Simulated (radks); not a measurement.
Question: These are the eigenvalues of the occupied orbitals of an atom or ion with whole-number occupations (eV). All-electron calculation, Dirac Kohn-Sham, PBE, spin-unpolarised, spherical densities, finite nucleus; Fermi nuclear charge, rms radius of each element as measured or else 0.836 A^(1/3) + 0.57 fm. Program: a radial shooting solver on a logarithmic mesh with Libxc functionals.

1s1/2: -87947.22
2s1/2: -15743.93
2p1/2: -15127.00
2p3/2: -12938.02
3s1/2: -3805.026
3p1/2: -3525.096
3p3/2: -3036.722
3d3/2: -2574.044
3d5/2: -2470.142
4s1/2: -884.2635
4p1/2: -762.7680
4p3/2: -642.2966
4d3/2: -443.7556
4d5/2: -421.1537
4f5/2: -164.3465
5s1/2: -163.5066
4f7/2: -159.1683
5p1/2: -121.2957
5p3/2: -97.8571
5d3/2: -38.4904
5d5/2: -35.5676
6s1/2: -22.7452
6p1/2: -13.8506
6p3/2: -11.5231

Which element is it, and in what charge state? The configuration may be excited. Open shells, if any, are shared by 2j + 1.

Answer: Z = 82, lead, charge +1: Pb+ in [Xe] 4f13 5d10 6s1 6p3. The list shows which subshells hold electrons but not how many an open one holds; the 1s level, -3232 hartree, gives Z - s = 80.4 by -(Z - s)^2/2, which with screening and relativity narrows Z to a few neighbours, and the depths of the outer levels then fix element, charge and occupations together.
